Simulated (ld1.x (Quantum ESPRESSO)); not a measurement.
**Varying the PAW potential for Cu**

Base potential:

- Element: copper (Cu)
- Generator: ld1.x (Quantum ESPRESSO) 7.5
- Type: PAW
- Functional: PBE
- Relativity: fully relativistic
- Frozen core: [Ne]
- Valence charge: 19
- Reference configuration: 3s2 3p6 3d8 4s0 4p0 (charge +3)
- Partial waves: 3s (bound): rcut 1.20, rcutus 1.30 bohr; 4s (bound, empty): rcut 1.20, rcutus 1.30 bohr; 3p (bound): rcut 1.15, rcutus 1.25 bohr; 4p (bound, empty): rcut 1.15, rcutus 1.25 bohr; 3d (bound): rcut 0.80, rcutus 0.95 bohr; 3d channel at -2.7 Ry: rcut 0.80, rcutus 0.95 bohr
- Local potential: all-electron potential smoothed inside 0.75 bohr (lloc = -1)
- Core correction: Bessel-smoothed model core, default radius (core density twice the valence density)
- Augmentation charge: BESSEL, radius 0.60 bohr

Open shells are filled in proportion to 2j + 1 (rel_dist='average').

All-electron outer shells of the reference configuration (PBE, scalar-relativistic, ld1.x):

| shell | level (eV) | outermost node (bohr) | outermost maximum (bohr) |
| --- | --- | --- | --- |
| 2p | -964.19 | – | 0.16 |
| 3s | -160.69 | 0.29 | 0.61 |
| 3p | -117.80 | 0.26 | 0.62 |
| 3d | -48.91 | – | 0.59 |
| 4s | -34.53 | 0.86 | 1.84 |
| 4p | -26.06 | 0.92 | 2.11 |

Cutoffs, loose and tight: the cutoffs (Ry, on a coarse ladder) from which the occupation-weighted sum of valence levels, in a spherical-Bessel basis at the reference potential, stays within 10 and 1 mRy of its value at 400 Ry. They do not see the model core or the augmentation charge, which bear on the density cutoff. Test errors are all-electron minus pseudo excitation energies from the reference, over the configurations 3s2 3p6 3d10 4s1 4p0; 3s2 3p6 3d10 4s0 4p0; 3s2 3p6 3d9 4s0 4p0; 3s2 3p6 3d7 4s0 4p0; 3s2 3p6 3d10 4s0 4p1; 3s2 3p6 3d9 4s1 4p1; 3s2 3p6 3d9 4s2 4p0. A dash means not determined; rows that change the core or the reference have their own tests. The largest error is taken over the tests solved by every variant that gives reliable tests at all: 3s2 3p6 3d10 4s0 4p0; 3s2 3p6 3d10 4s1 4p0; 3s2 3p6 3d7 4s0 4p0; 3s2 3p6 3d9 4s0 4p0.

Cutoffs are not given where the Bessel-basis levels miss the radial ones by over 6 mRy, ghosts where they miss by over 20 mRy; a channel whose overlap is not positive is not tested.

| change | outcome | bound ghosts | largest test error (meV) |
| --- | --- | --- | --- |
| base | generated | not determined | +41 |
| waves 3p (bound): rcut 0.74, rcutus 0.78 bohr; 4p (bound): rcut 0.74, rcutus 0.78 bohr | generated | not determined | +6.4 |
| waves 3p (bound): rcut 0.90, rcutus 0.96 bohr; 4p (bound): rcut 0.90, rcutus 0.96 bohr | generated | not determined | +6.5 |
| waves 3p (bound): rcut 1.00, rcutus 1.06 bohr; 4p (bound): rcut 1.00, rcutus 1.06 bohr | generated | not determined | +7.8 |
| waves 3p (bound): rcut 1.12, rcutus 1.18 bohr; 4p (bound): rcut 1.12, rcutus 1.18 bohr | generated | not determined | +16 |
| waves 3p (bound): rcut 1.15, rcutus 1.28 bohr; 4p (bound): rcut 1.15, rcutus 1.28 bohr | generated | not determined | +61 |
| waves 3p (bound): rcut 1.15, rcutus 1.44 bohr; 4p (bound): rcut 1.15, rcutus 1.44 bohr | generated | not determined | test run stopped at test 1 of 7 (negative rho) |
| waves 3p (bound): rcut 1.15, rcutus 1.52 bohr; 4p (bound): rcut 1.15, rcutus 1.52 bohr | generated | not determined | +3.8 |
| waves 3p (bound): rcut 1.15, rcutus 1.62 bohr; 4p (bound): rcut 1.15, rcutus 1.62 bohr | generated | not determined | -11 |
| waves 3p (bound): rcut 1.15, rcutus 1.78 bohr; 4p (bound): rcut 1.15, rcutus 1.78 bohr | generated | not determined | -24 |
| waves 3p (bound): rcut 1.15, rcutus 1.90 bohr; 4p (bound): rcut 1.15, rcutus 1.90 bohr | generated | not determined | -30 |
